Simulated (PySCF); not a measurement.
3-ethylcyclopentanone, C7H12O.
SMILES with atom numbers: `[CH3:1][CH2:2][C@@H:3]1[CH2:4][CH2:5][C:6](=[O:7])[CH2:8]1` (hydrogens: H9, H10, H11 on C1; H12, H13 on C2; H14 on C3; H15, H16 on C4; H17, H18 on C5; H19, H20 on C8)

Method: TDDFT CAM-B3LYP/def2-SVPD, vertical, gas phase, core orbitals frozen in the response (PySCF). The structure is a single PBE0-D3(BJ)/def2-SVP conformer in the gas phase; no vibrational or solvent corrections.

Computed states:

| state | E (eV) | f |
| --- | --- | --- |
| S1 | 4.32 | 0.0001 |
| S2 | 6.96 | 0.024 |
| S3 | 7.73 | 0.0021 |
| S4 | 7.88 | 0.022 |
| S5 | 7.92 | 0.0040 |
| S6 | 8.16 | 0.017 |

Broadening: Gaussians 0.5 eV wide at half height, area fixed by f = 4.319×10⁻⁹ ∫ε dν̃. The cross-section is σ = 3.8235×10⁻²¹ ε cm², given in Mb (10⁻¹⁸ cm²). The width is an assumption, not a result. The curve ends short of the highest state used, and states not computed would add to its high-energy end.

(1) What does the envelope look like, and where are its maxima?

(2) On this curve, what absorbance would a 10⁻⁵ mol/L sample give at 193 nm over a 1 cm path?

(3) Coming from long wavelengths, where does ε first pass 100 L mol⁻¹ cm⁻¹?

## Answers

(1) 
```tsv
E (eV)	σ (Mb)
3.57	0.00
3.68	0.00
3.80	0.00
3.91	0.00
4.02	0.01
4.14	0.02
4.25	0.02
4.37	0.02
4.48	0.02
4.59	0.01
4.71	0.00
4.82	0.00
4.94	0.00
5.05	0.00
5.16	0.00
5.28	0.00
5.39	0.00
5.51	0.00
5.62	0.00
5.74	0.00
5.85	0.00
5.96	0.00
6.08	0.00
6.19	0.01
6.31	0.04
6.42	0.19
6.53	0.62
6.65	1.66
6.76	3.12
6.88	4.55
6.99	4.87
7.10	3.99
7.22	2.41
7.33	1.34
7.45	1.17
7.56	2.06
```

Maxima: 287 nm (4.32 eV), ε about 5.9, made up of S1 (100%); 178 nm (6.96 eV), ε about 1300, made up of S2 (100%) (ε in L mol⁻¹ cm⁻¹; maxima over ε = 5, shares over 10%). At its high-energy end, 7.56 eV, the curve is still rising (ε about 540, from S3 and S4).

(2) 193 nm is 6.424 eV, where ε is about 52 L mol⁻¹ cm⁻¹, so A = ε c l ≈ 0.00052 (Beer–Lambert, with the gas-phase spectrum and the assumed width).

(3) At about 191 nm (6.48 eV), 2.17 eV above S1.

Time: 2.4 min of wall time (with the writing of density and orbital grids); peak memory 1.3 GiB. Hardware: Arm Neoverse N1, one thread, no GPU, shared host with 64 logical CPUs at a one-minute load of 58.
